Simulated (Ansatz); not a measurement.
Two isomers of C2H4AlFO: A = `C=C[O][AlH][F]`, B = `[OH][AlH]/[CH]=C/F`.

Calculated with Ansatz (gas phase, PBE0-D4/def2-TZVP geometries, no zero-point term in ΔE). CBS: MP2 limit from def2 TZ/QZ plus the TZ coupled-cluster correction, frozen cores. Functionals use def2-TZVPP. B3LYP here is the variant with VWN-RPA as its local correlation; programs differ in this. One conformer a species, not always the lowest.

(1) Which is lower in electronic energy at CCSD(T)/CBS, and by how much? (Best estimate.)

(2) Give E(B) − E(A) in kJ/mol with B2PLYP, PBE-D4, CCSD(T)/def2-SVP, B3LYP, ωB97M-V, B3LYP-D4, CCSD(T)/def2-TZVPP. (An estimate is asked.)

(3) Does the order hold for the free energy at 298.15 K (harmonic terms from PBE0-D4)? (Estimate.)

Largest T1 diagnostic: 0.013.

Answers

(1) Ansatz gave: A, by 170.8 kJ/mol.

(2) Ansatz gave: B2PLYP 171.9, PBE-D4 155.8, CCSD(T)/def2-SVP 176.7, B3LYP 170.3, ωB97M-V 163.7, B3LYP-D4 169.5, CCSD(T)/def2-TZVPP 168.6. None reverses the order clearly.

(3) Computed: Yes: G(B) − G(A) = +170.5 kJ/mol, for one conformer each. Modes under 60 cm⁻¹, often nearly free rotors, make the harmonic entropy too high.

From r2SCAN to r2SCAN0 (25 % exact exchange), in def2-TZVPP and without D4, E(B) − E(A) moves by +3.1 kJ/mol. In def2-TZVPP, CCSD(T) changes the Hartree–Fock value by −11.1 kJ/mol (the triples alone add −2.8 kJ/mol) and MP2 by −6.8 kJ/mol.
